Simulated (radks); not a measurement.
The phosphorus anion P- inside a hard spherical wall (all orbitals vanish at R), configuration held at [Ne] 3s2 3p4 and not refilled when levels cross. Method: non-relativistic Kohn-Sham, PBE, spin-polarised, spherical densities, point nucleus; open shells are filled with parallel spins first; computed with a radial shooting solver on a logarithmic mesh with Libxc functionals. Eigenvalues in eV for spin up, with the zero of energy where the potential of the charges vanishes at infinity; a dash marks a level that is unbound or too diffuse for the functional's potential to be trusted. A positive occupied level is held by the wall or, in an anion where self-interaction has pushed it up, behind a barrier. The pressure on the wall is -dE/dV.

| R (bohr) | E (hartree) | kinetic (hartree) | e(2s) | e(2p) | e(3s) | e(3p) | e(4s, empty) | e(4p, empty) | pressure (GPa) |
|---|---|---|---|---|---|---|---|---|---|
| 15 | -341.14249 | 340.661 | -165.37 | -116.85 | -7.334 | 0.620 | 2.782 | 3.340 | 0.00224 |
| 12 | -341.14134 | 340.664 | -165.20 | -116.67 | -7.163 | 0.770 | 3.486 | 4.445 | 0.0111 |
| 10 | -341.13883 | 340.674 | -164.96 | -116.43 | -6.945 | 0.965 | 4.390 | 5.854 | 0.0509 |
| 8 | -341.12923 | 340.715 | -164.36 | -115.83 | -6.453 | 1.427 | 6.290 | 8.665 | 0.343 |
| 7 | -341.11444 | 340.779 | -163.68 | -115.15 | -5.948 | 1.928 | 8.183 | 11.283 | 1.06 |
| 6 | -341.07708 | 340.937 | -162.40 | -113.86 | -5.044 | 2.880 | 11.599 | 15.707 | 3.85 |
| 5 | -340.96970 | 341.371 | -159.73 | -111.18 | -3.259 | 4.883 | 18.470 | 23.969 | 16.9 |
| 4 | -340.60921 | 342.689 | -153.68 | -105.09 | 0.827 | 9.670 | 34.229 | 41.567 | 94.8 |
| 3.5 | -340.13914 | 344.236 | -148.05 | -99.403 | 4.989 | 14.574 | 49.957 | 58.320 | 252 |
| 2 | -331.20408 | 367.081 | -102.17 | -52.610 | 61.484 | 76.483 | 233.58 | 238.35 | 10700 |
